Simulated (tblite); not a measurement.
Species: C₃H₁₀N₂OSi₂.
Atom-mapped SMILES: `[CH3:1][O:2][Si@@H:3]([CH2:4][C:5]#[N:6])[SiH2:7][NH2:8]` (hydrogens: H9, H10, H11 on C1; H12 on Si3; H13, H14 on C4; H15, H16 on Si7; H17, H18 on N8)

Geometry (GFN2-xTB, Å), atoms numbered from 1 in this order:
```xyz
18
C3H10N2OSi2 angstrom
C      2.651   -1.044   -0.762
O      1.896    0.079   -0.433
Si     0.517    0.113    0.435
C      0.181    2.008    0.368
C     -1.130    2.249    0.856
N     -2.201    2.374    1.246
Si    -1.216   -1.108   -0.505
N     -2.766   -0.843    0.196
H      3.498   -0.718   -1.365
H      2.054   -1.760   -1.332
H      3.020   -1.539    0.139
H      0.839   -0.182    1.850
H      0.899    2.562    0.972
H      0.250    2.368   -0.659
H     -0.998   -2.558   -0.379
H     -1.396   -0.796   -1.933
H     -3.120    0.102    0.229
H     -2.987   -1.301    1.065
```

Calculated harmonic vibrations of the isolated species, GFN2-xTB (tblite), most abundant isotopes, no scaling. This tight-binding method is rough: wavenumbers can miss measured ones by several per cent, in bad cases by 10 to 20. Modes of hydrogen on silicon can be 10 to 20 % off. One conformer, not necessarily the lowest.

Harmonic wavenumbers (cm⁻¹): 42.4, 48.9, 72.0, 83.4, 90.6, 121.0, 146.7, 153.4, 171.7, 219.4, 274.9, 375.7, 404.0, 435.0, 476.0, 578.4, 610.2, 629.8, 683.4, 711.5, 722.6, 746.0, 768.4, 791.7, 829.6, 909.1, 1023.9, 1059.6, 1133.3, 1136.5, 1153.4, 1162.0, 1411.4, 1419.4, 1482.2, 1490.6, 1526.8, 2096.6, 2164.6, 2176.3, 2393.0, 2950.5, 2965.3, 2976.2, 2985.9, 2997.7, 3460.6, 3498.9.

A = 1727, B = 1045, C = 687.5 MHz; mass 146.033 u (most abundant isotopes); point group C1, symmetry number 1.

Q: What is the zero-point energy?

A: ½Σν̃ = 27880 cm⁻¹ = 79.71 kcal/mol.

Q: Entropy at 298.15 K, 1 bar (ideal gas, RRHO, classical rotation)?

A: Translation 40.87, rotation 29.94, vibration 43.18: S = 114.0 cal/(mol K).

Q: And Cp and H(298.15 K) − H(0)?

A: Cp = 45.42 cal/(mol K), of which vibrations give 37.47 (their classical limit is 48 R = 95.4); H(298.15 K) − H(0) = 8.70 kcal/mol without the zero-point energy, 6.33 from vibrations.

Q: Blend soft modes into free rotors: weight 1/[1 + (100 cm⁻¹/ν̃)⁴] for the oscillator and the rest for a rotor with moment μB/(μ + B), μ = h/(8π²ν), B = 10⁻⁴⁴ kg m². What vibrational entropy results?

A: 38.71 cal/(mol K) in place of 43.18, which changes −T·S at 298.15 K by +1.33 kcal/mol.

Q: What must be added to the electronic energy to get the Gibbs energy at 298.15 K and 1 bar?

A: ZPE + [H(298.15 K) − H(0)] − T·S = 79.71 + 8.70 − 33.99 = 54.42 kcal/mol.

Q: Which modes carry the vibrational entropy at 298.15 K?

A: 42.4 cm⁻¹: 5.14; 48.9 cm⁻¹: 4.86; 72.0 cm⁻¹: 4.10; 83.4 cm⁻¹: 3.81; 90.6 cm⁻¹: 3.65; 121.0 cm⁻¹: 3.08 cal/(mol K); the other 42 give 18.54 together.

Q: How do the functions run with temperature in this model?

A: 
| T (K) | S (cal/(mol K)) | Cp (cal/(mol K)) | H − H(0) (kcal/mol) | G − H(0) (kcal/mol) | ln q(vib) |
| --- | --- | --- | --- | --- | --- |
| 50 | 62.6 | 17.6 | 0.60 | -2.53 | 1.00 |
| 100 | 77.3 | 25.0 | 1.68 | -6.05 | 3.18 |
| 373.15 | 124.9 | 51.9 | 12.36 | -34.25 | 13.66 |
| 500 | 141.4 | 60.7 | 19.53 | -51.16 | 17.79 |
| 750 | 168.5 | 72.9 | 36.34 | -90.02 | 25.08 |
| 1000 | 190.6 | 80.9 | 55.63 | -134.99 | 31.46 |

q(vib) and H(0) count from the zero-point level.

Hindered rotation and anharmonicity are outside this model. Other conformers, if any are populated, would add a mixing term that is left out. The structure is chiral; the term R ln 2 for an equal mix with its mirror image is left out.
